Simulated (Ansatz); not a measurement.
Input for Ansatz (an electronic-structure program): U-CCSD(T)/def2-SVP on H4SeSi (SMILES [SiH3][SeH]), a point of a bond scan (R = 1.619 Å). The run froze 19 orbitals, filled d shells among them.

Ansatz 0.2 input:
```yaml
crystal:
  periodic: [false, false, false]
  atoms:
    - {symbol: Si, position_ang: [-1.41089708, -0.55973432, 0.05076610]}
    - {symbol: Se, position_ang: [0.70615001, 0.32303231, -0.02768899]}
    - {symbol: H, position_ang: [-1.63370995, -1.31771293, 1.30126411]}
    - {symbol: H, position_ang: [-2.30799106, 0.61377758, 0.00171144]}
    - {symbol: H, position_ang: [-1.66952665, -1.44568471, -1.10514268]}
    - {symbol: H, position_ang: [1.41954014, -1.12922113, 0.03892326]}
basis:
  gaussian:
    orbitals: def2-SVP
correlation: {method: ccsd_t, electrons: outside_noble_gas}
scf: {omitted_lower_state_checks: [cluster_reference]}
magnetization: {spin_polarized: true, initial_magnetization: 0}
```

Program output:

```
WARN ansatz: RAYON_NUM_THREADS=1 ignored (pool sized by the plan → 1); use --threads N
Functional definition: HF
these checks for a lower state are left out or cut short: cluster_reference
integrals: 0.07 GiB planned
681 factors; integrals over basis functions are off by at most 1.3e-3 eV
mean field: 0.30 GiB planned
mean field evaluation 1: about -73217.4955 eV, gradient 9.0e0 eV
mean field evaluation 2: about -73217.5014 eV, gradient 9.0e0 eV
mean field evaluation 4: about -73218.3344 eV, gradient 1.2e0 eV
mean field evaluation 8: about -73218.3468 eV, gradient 8.9e-4 eV
mean field -73218.34678372 eV, -2690.7246151239 hartree, gradient 2.1e-6 eV, S^2 0.000000; 0 other end points of the search recorded, 0 dependent functions left out
19 core orbitals not correlated
reference -73218.34678372 eV, -2690.7246151239 hartree; 7, 7 occupied and 44, 44 virtual orbitals, 681 factors
second order -6.19008407 eV of doubles, -0.00000000 eV of singles
coupled cluster: 0.17 GiB planned
cycle   1  -6.98352865 eV  change   -7.9e-1 eV  update   6.7e-2
cycle   2  -7.26645767 eV  change   -2.8e-1 eV  update   2.3e-2
cycle   3  -7.28707737 eV  change   -2.1e-2 eV  update   6.0e-3
cycle   4  -7.28572977 eV  change    1.3e-3 eV  update   1.9e-3
cycle   5  -7.28519754 eV  change    5.3e-4 eV  update   5.8e-4
cycle   6  -7.28508462 eV  change    1.1e-4 eV  update   1.8e-4
cycle   7  -7.28509477 eV  change   -1.0e-5 eV  update   6.1e-5
cycle   8  -7.28510760 eV  change   -1.3e-5 eV  update   1.9e-5
cycle   9  -7.28510569 eV  change    1.9e-6 eV  update   6.6e-6
perturbative correction -0.18889678 eV, -0.0069418287 hartree
Total energy: -73225.82078620 eV, -2690.9992796487 hartree
Checks for a lower state left out: cluster_reference
```

Self-consistency was reached.

Cost: around 2.5 core-seconds (rough).
